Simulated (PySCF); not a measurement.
PySCF 2.14 output of an unrestricted PBE0 calculation on a single atom or ion in x2c-QZVPPall with one added diffuse shell each of s, p, d, f type (8s5p4d3f1g, 73 functions), with the spin-free X2C one-electron Hamiltonian (Gaussian nucleus):

```
SCF conv_tol = 1e-09
number electrons alpha = 5  beta = 1
    C. Adamo and V. Barone.,  J. Chem. Phys. 110, 6158 (1999)
    M. Ernzerhof and G. E. Scuseria.,  J. Chem. Phys. 110, 5029 (1999)
cycle= 1 E= -53.1174311060276  delta_E= -0.00236  |g|= 0.00803  |ddm|= 0.106
cycle= 2 E= -53.1174871272626  delta_E= -5.6e-05  |g|= 0.00137  |ddm|= 0.0352
cycle= 3 E= -53.1174942932018  delta_E= -7.17e-06  |g|= 0.00041  |ddm|= 0.0115
cycle= 4 E= -53.1174951663212  delta_E= -8.73e-07  |g|= 5.25e-05  |ddm|= 0.0042
cycle= 5 E= -53.1174951799054  delta_E= -1.36e-08  |g|= 5.54e-06  |ddm|= 0.000457
cycle= 6 E= -53.1174951799788  delta_E= -7.33e-11  |g|= 5.36e-07  |ddm|= 7.18e-05
converged SCF energy = -53.1174951799788  <S^2> = 6.0000055  2S+1 = 5.0000022
```

The run itself started from symmetry-adapted Hartree-Fock orbitals and held the occupation by maximum overlap, on a logarithmic radial grid, so the iterations belong to that start.

**Question.** Which element, charge and spin multiplicity is this?

**Answer.** N⁺ (nitrogen, charge +1), multiplicity 5; the state was [He] 2s1 2p2 3s1, high-spin 5P determinant (an excited configuration).

The outer electron is Rydberg-like, and this basis confines it to a smaller radius and binds it less than a complete one would.
